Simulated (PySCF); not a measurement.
CH6GeN2O.
Geometry (PBE0-D3(BJ)/def2-SVP, Å), atoms numbered from 1 in this order:
```xyz
11
CH6GeN2O angstrom
N     -1.6232    0.7323    0.5647
Ge    -0.7128   -0.8006    0.1859
N      1.0580   -0.4974    0.7107
C      1.6890    0.5542    0.1443
O      1.1680    1.2700   -0.6885
H     -1.2773    1.5110    0.0067
H     -2.6328    0.6674    0.4648
H     -1.2259   -1.9264    1.0995
H     -0.6743   -1.2487   -1.2874
H      1.5356   -1.0107    1.4423
H      2.7342    0.7200    0.5008
```

Theory: TDDFT PBE0/def2-SVPD, vertical, gas phase, core orbitals frozen in the response in PySCF 2.14.0, density-fitted response routines. Relativistic effects, spin–orbit coupling among them, are left out although an element past zinc is present.

Transition dipole moments from the ground state, in atomic units and in the frame of the coordinates above (overall signs are arbitrary), for the states with f of 0.002 or more among the lowest 8:

```json
{"state": "S2", "E (hartree)": "0.2298", "μx": "0.088", "μy": "-0.143", "μz": "-0.275"}
{"state": "S3", "E (hartree)": "0.2516", "μx": "-0.404", "μy": "-0.325", "μz": "0.053"}
{"state": "S4", "E (hartree)": "0.2533", "μx": "-0.029", "μy": "-0.212", "μz": "-0.120"}
{"state": "S5", "E (hartree)": "0.2549", "μx": "-0.163", "μy": "0.022", "μz": "0.014"}
{"state": "S6", "E (hartree)": "0.2608", "μx": "0.085", "μy": "-0.285", "μz": "-0.019"}
{"state": "S7", "E (hartree)": "0.2661", "μx": "0.165", "μy": "0.144", "μz": "-0.099"}
{"state": "S8", "E (hartree)": "0.2687", "μx": "0.023", "μy": "-0.351", "μz": "-0.515"}
```

**Question.** What oscillator strength does each state have?

**Answer.** f = (2/3) ΔE |μ|² with ΔE in hartree (27.2114 eV).

```tsv
state	|μ|² (au)	|μ| (D)	f
S2	0.103	0.82	0.016
S3	0.272	1.32	0.046
S4	0.060	0.62	0.010
S5	0.027	0.42	0.005
S6	0.089	0.76	0.015
S7	0.058	0.61	0.010
S8	0.389	1.58	0.070
```

**Question.** What angle do the transition dipoles of S4 and S8 make?

**Answer.** |cos θ| = |μa·μb| / (|μa| |μb|) = 0.89, so θ ≈ 27° (taken between 0 and 90°, since the signs are arbitrary).

**Question.** What peak molar absorption coefficient would the strongest computed level give as a lone Gaussian band 0.5 eV wide at half height?

**Answer.** ε(max) = 2.175×10⁸ f / FWHM, with the width in cm⁻¹. S8: 2.175×10⁸ × 0.0696 / 4033 ≈ 3800 L mol⁻¹ cm⁻¹.

All these states lie below the vertical ionisation energy of 9.61 eV (ΔSCF).

On one thread, Arm Neoverse N1 (aarch64), no GPU, shared host with 64 logical CPUs at a one-minute load of 60, this took 3.6 min and 0.80 GiB of memory at its peak.

One conformer stands for the species.
